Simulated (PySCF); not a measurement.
# Circular dichroism: `CC=C=C=C=C(C)SC`, C₈H₁₀S

Geometry (Å), atoms numbered from 1 in this order:
```xyz
19

C     3.5353   -1.1591   -1.1440
C     2.8450   -0.1664   -0.2606
C     1.5733    0.1754   -0.3424
C     0.3340    0.5008   -0.4311
C    -0.9011    0.8321   -0.5164
C    -2.1769    1.1729   -0.6053
C    -2.6801    2.2990   -1.4632
S    -3.4582    0.3364    0.2725
C    -2.5355   -0.9218    1.1661
H     3.9526   -1.9873   -0.5469
H     4.3834   -0.6889   -1.6692
H     2.8500   -1.5786   -1.8926
H     3.4581    0.3111    0.5177
H    -3.3678    1.9183   -2.2354
H    -3.2356    3.0306   -0.8549
H    -1.8441    2.8108   -1.9563
H    -2.0206   -1.5991    0.4702
H    -3.2729   -1.4866    1.7524
H    -1.8007   -0.4623    1.8423
```

Theory: TDDFT CAM-B3LYP/aug-cc-pVDZ circular dichroism and optical rotation, one conformer, gas phase in PySCF 2.14.0. Geometry: PBE0-D3(BJ)/def2-SVP.

No stereocentre is labelled: unless the shape is locked (an allene, a helicene, a hindered biaryl), the mirror image is equally populated and a measured rotation or CD is zero. Singlets 8 and 9 lie within 0.01 eV of each other, so their separate moments and overlaps can depend on how they mix.

(1) List the lowest 12 singlet excitations with oscillator and rotatory strengths.

## Answers

(1) Rotatory strengths R in 10⁻⁴⁰ esu² cm², velocity form and length form (origin at the centre of mass); f in length form.
| state | E (eV) | λ (nm) | f | R (velocity) | R (length) | main |
| --- | --- | --- | --- | --- | --- | --- |
| 1 | 3.23 | 384 | 3e-05 | -0.1 | -0.1 | HOMO→LUMO 0.93 |
| 2 | 4.06 | 305 | 1e-05 | +0.5 | +0.6 | HOMO−1→LUMO+1 0.85 |
| 3 | 4.43 | 280 | 0.167 | -2.4 | -2.6 | HOMO→LUMO+1 0.72, HOMO−1→LUMO 0.20 |
| 4 | 4.98 | 249 | 0.006 | -5.1 | -5.2 | HOMO→LUMO+2 0.73 |
| 5 | 5.26 | 236 | 0.025 | +50.4 | +50.8 | HOMO→LUMO+4 0.34, HOMO→LUMO+3 0.22 |
| 6 | 5.31 | 233 | 1.587 | +14.5 | +12.7 | HOMO−1→LUMO 0.67, HOMO→LUMO+1 0.15 |
| 7 | 5.59 | 222 | 0.011 | -14.5 | -14.4 | HOMO→LUMO+3 0.45, HOMO−2→LUMO 0.19 |
| 8 | 5.72 | 217 | 0.003 | +5.8 | +6.0 | HOMO−1→LUMO+2 0.67 |
| 9 | 5.72 | 217 | 0.0003 | +0.4 | +0.4 | HOMO−2→LUMO 0.35, HOMO→LUMO+4 0.33 |
| 10 | 5.81 | 213 | 0.008 | +13.8 | +13.5 | HOMO→LUMO+5 0.73, HOMO→LUMO+8 0.15 |
| 11 | 6.08 | 204 | 0.011 | +11.3 | +11.5 | HOMO→LUMO+6 0.44, HOMO→LUMO+3 0.13 |
| 12 | 6.21 | 200 | 0.005 | -4.3 | -4.3 | HOMO→LUMO+9 0.28, HOMO→LUMO+7 0.13 |

Among the states computed, the strongest CD band (largest |R|) is state 5. The largest dissymmetry factor in size, g = 4R/(D+G), with D and G the electric and magnetic dipole strengths, is +0.51 for state 2 (velocity form, f = 1e-05), among bands with |R| over 0.5. The mirror image has the same energies and oscillator strengths and all R with the opposite sign.
